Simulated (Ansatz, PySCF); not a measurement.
CH4BClOS, SMILES ClB(OC)S.

The structure is a stationary point at PBE-D3(BJ)/def2-SVP. The structure was generated by enumeration, and PubChem lists no compound with its InChIKey, so it may never have been made. Other conformers were not sampled.

Vertical ionisation energy (IE) and electron affinity (EA) in eV. Rows of orbital energies are one-electron estimates. Where ΔSCF, EOM or ADC give a negative EA the extra electron is unbound and the value depends on the basis.

```tsv
level	IE	EA
−ε(HOMO), −ε(LUMO), M06-2X/def2-TZVP (PySCF)	9.18	-0.75
−ε(HOMO), −ε(LUMO), PBE/def2-TZVP (PySCF)	6.72	1.06
ΔSCF, CAM-B3LYP/def2-SVPD (Ansatz), final states of multiplicity 2 and 2	___	___
ΔSCF, PBE/def2-SVPD (Ansatz), final states of multiplicity 2 and 2	10.01	-0.83
```

### Question
Fill in the missing entries. (An estimate is asked for; the answer gives what the named calculation found.)

### Answer

- ΔSCF, CAM-B3LYP/def2-SVPD (Ansatz, an electronic-structure program), final states of multiplicity 2 and 2, IE: 10.37
- ΔSCF, CAM-B3LYP/def2-SVPD (Ansatz), final states of multiplicity 2 and 2, EA: -1.09

### Question
What vertical singlet–triplet gap does ΔSCF give with CAM-B3LYP/def2-SVPD (Ansatz) and with PBE/def2-SVPD (Ansatz)? (The exact figures need the calculation; the answer reports its results.)

### Answer
6.05 and 5.63 eV (triplet above singlet where positive).
